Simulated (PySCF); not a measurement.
Cd (cadmium, neutral) across methods

[Kr] 4d10 5s1 5p1, 5s spin antiparallel (an excited configuration). Calculation: PySCF 2.14, in aug-cc-pwCVDZ-PP with ECP28MDF (6s6p5d3f, 70 functions); scalar relativity through the core potential. The B2PLYP total includes its PT2 part (frozen core); its orbital energies are those of the SCF part.

```
   method  E (hartree)  mean ε 4d α (eV)  mean ε 5s β (eV)  mean ε 5p α (eV)  Σ⟨r²⟩ (bohr²)   ⟨S²⟩
BHandHLYP    -167.4878           -17.871            -8.594            -3.099          59.77  1.000
   B2PLYP    -167.4156           -17.945            -8.554            -3.066          60.73  1.000
    TPSSh    -167.5035           -14.384            -7.366            -2.465          58.81  1.000
      PBE    -167.5773           -13.484            -7.144            -2.303          58.59  1.000
   r2SCAN    -167.6259           -13.879            -7.429            -2.406          58.27  1.001
     PBE0    -167.5674           -15.743            -7.892            -2.780          59.08  1.000
      LDA    -167.2756           -13.626            -7.426            -2.325          57.75  1.000
      UHF   -166.69824           -21.864            -9.609            -3.596          65.29  1.001
    wB97X    -167.5917           -18.203            -9.878            -4.070          58.38  1.000
```

Energies and moments cover only the electrons outside the core potential. With the s spin flipped the determinant is a mixture of two multiplicities, not a spectroscopic state.
